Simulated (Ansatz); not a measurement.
Gas-phase electronic energies from Ansatz, PBE0-D4/def2-TZVP geometries. CCSD(T)/CBS adds triple-zeta CCSD(T) − MP2 to the extrapolated MP2 energy (def2 sets, frozen cores). This one scheme is used for every species. Functionals use def2-TZVPP. For Br, Ge outer-core shells are correlated without core-valence functions, which leaves a few kJ/mol of doubt a bond. Scalar relativity is left out up to krypton. Each species was taken in one conformer, which may not be the lowest.

`[GeH3]/[CH]=C\Br` + `N[SiH2][SiH3]` → `[SiH3][SiH2][NH][GeH3]` + `C=CBr`  (ligand exchange at a Ge–C bond)

`[GeH3]/[CH]=C\Br`:

```xyz
9

Ge    0.792   -1.047    0.294
C     0.025    0.468   -0.655
C    -0.987    1.207   -0.235
Br   -1.886    0.914    1.397
H     1.940   -1.602   -0.565
H     1.339   -0.598    1.656
H    -0.270   -2.136    0.500
H     0.452    0.747   -1.615
H    -1.404    2.048   -0.775
```

`N[SiH2][SiH3]`:

```xyz
10

N    -0.539   -0.470    1.641
Si   -0.111    0.730    0.479
Si    0.566   -0.341   -1.489
H    -1.178   -1.205    1.384
H    -0.672   -0.205    2.604
H     1.006    1.528    1.054
H    -1.191    1.705    0.129
H    -0.496   -1.279   -1.952
H     1.815   -1.122   -1.282
H     0.800    0.659   -2.567
```

`[SiH3][SiH2][NH][GeH3]`:

Z-matrix (Å, degrees):
```
Si
Si 1 2.343
H 1 1.488 2 111.1
H 1 1.489 2 111.0 3 -121.1
H 1 1.491 2 109.7 3 119.4
N 2 1.723 1 110.1 3 -65.7
H 2 1.489 1 110.6 3 52.5
H 2 1.496 1 108.2 3 168.9
Ge 6 1.841 2 126.9 1 150.4
H 6 1.009 2 116.9 1 -46.4
H 9 1.538 6 108.1 2 -152.1
H 9 1.534 6 106.6 2 -32.2
H 9 1.543 6 111.8 2 87.8
```

`C=CBr`:

Z-matrix (Å, degrees):
```
C
C 1 1.319
H 1 1.084 2 119.4
H 1 1.083 2 122.5 3 180.0
Br 2 1.881 1 123.4 3 180.0
H 2 1.082 1 124.1 3 -0.0
```

| species | r2SCAN energy (Eh) |
| --- | --- |
| `[GeH3]/[CH]=C\Br` | -4730.29895 |
| `N[SiH2][SiH3]` | -637.91537 |
| `[SiH3][SiH2][NH][GeH3]` | -2716.11274 |
| `C=CBr` | -2652.10799 |

(1) Work out ΔE.

Largest T1 diagnostic among the species: 0.012.

## Answers

(1) ΔE = (-2716.11274) + (-2652.10799) − (-4730.29895) − (-637.91537) = -0.00641 Eh = -4.0 kcal/mol. CCSD(T)/CBS gives -4.3 kcal/mol.

In def2-TZVPP, CCSD(T) changes the Hartree–Fock value by +3.0 kcal/mol (the triples alone add +0.4 kcal/mol) and MP2 by +3.5 kcal/mol.
